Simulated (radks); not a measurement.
All-electron atom: the carbon ion C4+ in 1s1 2p1 (not the ground configuration).

Calculated with a radial shooting solver on a logarithmic mesh with Libxc functionals: scalar-relativistic Kohn-Sham, PBE, spin-polarised, spherical densities, finite nucleus; open shells are filled with parallel spins first; Fermi nuclear charge, rms radius 2.4702 fm.

Energy parts (Ry):
total: -42.42353
kinetic: 42.43664
electron-nucleus: -87.29621
Hartree: 7.21121
exchange-correlation: -4.77518

Orbitals (lengths in bohr, moments of r in powers of bohr; r(90%) holds 90 % of the orbital's charge):
orbital	occ.	eigenvalue (Ry)	r(90%)	<r>	<1/r>
1s up	1	-30.81158	0.451	0.2530	5.967
2p up	1	-5.71807	1.56	0.9670	1.307

The highest occupied level is 2p up at -77.798 eV. The density falls to 0.001 e/bohr^3 at r = 2.13 bohr. The electron density at the nucleus is 69.67 e/bohr^3 (large components only). The spin density at the nucleus is 69.67 e/bohr^3 (1s 69.67). Summed over all electrons, <r^2> = 1.217 bohr^2, which gives a Langevin (diamagnetic) susceptibility term of -0.964 x 10^-6 cm^3/mol. Spin moment in Bohr magnetons: 2.
